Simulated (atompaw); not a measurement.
## What one change does to a pseudopotential (Cl (Z = 17), PAW (atompaw))

* Element: chlorine
* Generator: atompaw 4.2.0.5
* Type: PAW
* Functional: PBE
* Relativity: non-relativistic
* Frozen core: [Ne]
* Valence charge: 7
* Reference configuration: 3s2 3p5
* Partial waves: 3s (bound): rc 1.55 bohr; 3s channel at -0.75 Ry: rc 1.55 bohr; 3p (bound): rc 1.55 bohr; 3p channel at -0.3 Ry: rc 1.55 bohr; 3d channel at 0.05 Ry: rc 1.55 bohr; 3d channel at 2.7 Ry: rc 1.55 bohr
* Local potential: troulliermartins scheme with l = 3 at 0 Ry, radius 1.35 bohr
* Core correction: smooth core density matched at 0.95 bohr
* Augmentation charge: sinc compensation charge, radius 1.35 bohr; PAW radius 1.55 bohr; waves and projectors: custom rrkj gramschmidtortho

Change: all radii scaled by about 0.75 (s 1.16, p 1.16, d 1.16 bohr); local potential troulliermartins scheme with l = 3 at 0 Ry, radius 1.02 bohr; augmentation sinc compensation charge, radius 1.02 bohr; PAW radius 1.16 bohr; waves and projectors: custom rrkj gramschmidtortho; core correction smooth core density matched at 0.72 bohr.

Cutoffs: the cutoffs (Ry, on a coarse ladder) from which the occupation-weighted sum of valence levels, in a spherical-Bessel basis at the reference potential, stays within 10 and 1 mRy of its value at 400 Ry; they do not see the model core or the augmentation charge, which bear on the density cutoff.

**Question.** What does the change do?

**Answer.** The potential gets harder (25 Ry and 35 Ry → 30 Ry and 60 Ry); a bound ghost appears in s, which as a rule spoils a file. A smaller radius makes the pseudo-wave follow the all-electron one further in, where it bends more sharply, so more plane waves are needed.

```csv
quantity,base,changed
"cutoff, loose",25 Ry,30 Ry
"cutoff, tight",35 Ry,60 Ry
loose cutoff by channel (10 mRy a level),"s 8 Ry, p 18 Ry","s 21 Ry, p 12 Ry"
bound ghosts,none,s
lowest overlap eigenvalue by channel,"s 0.39, p 0.79, d 0.96","s 0.53, p 0.75, d 0.95"
```

 A true bound ghost makes a file unfit for plane-wave use even where its test errors are small: the radial tests pick states by their node count and pass the ghost by. The cutoffs see the waves, projectors and local potential, not the compensation charge or the core.
